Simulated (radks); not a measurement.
The thallium ion Tl+, configuration [Hg] (the NIST ground configuration). Calculated with a radial shooting solver on a logarithmic mesh with Libxc functionals: scalar-relativistic Kohn-Sham, PBE, spin-unpolarised, spherical densities, finite nucleus; Fermi nuclear charge, rms radius 5.4759 fm. Some entries of the table are withheld. Estimate them.

orbital  occ.  eigenvalue (eV)  r(max) (bohr)  <r^2> (bohr^2)
1s          2        -85588.00            (1)       0.0003690
2s          2        -15246.09        0.05815        0.005606
2p          6        -13119.08        0.04833        0.004755
3s          2        -3644.754         0.1639         0.03608
3p          6        -3032.200         0.1638         0.03727
3d         10        -2396.204         0.1334         0.03088
4s          2        -819.0904         0.3689          0.1731
4p          6        -618.2032         0.3890          0.1981
4d         10        -382.3237         0.3954          0.2232
5s          2        -138.1798            (2)          0.8629
4f         14        -121.3194         0.3580          0.2629
5p          6         -83.3985         0.9046           1.147
5d         10         -22.7614          1.115           2.242
6s          2         -16.2999          2.047             (3)

Answer. 
(1) 1s r(max) (bohr): 0.01004
(2) 5s r(max) (bohr): 0.8080
(3) 6s <r^2> (bohr^2): 6.462
